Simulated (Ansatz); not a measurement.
Harmonic frequencies (cm⁻¹) at PBE0-D4/def2-TZVPD from Ansatz: 131, 132, 152, 311, 311, 355, 393, 393, 724, 814, 814, 903, 903, 930, 1139, 3915, 3915, 3915.

Each molecule was computed in one conformer, which needn't be the lowest.

(1) Which molecule is it?
A. `O=S(=O)([O-])O`
B. `[CH3][Al+][CH3]`
C. `C=C[CH2+]`
D. `[O-][Si](O)(O)O`

## Answers

(1) D.
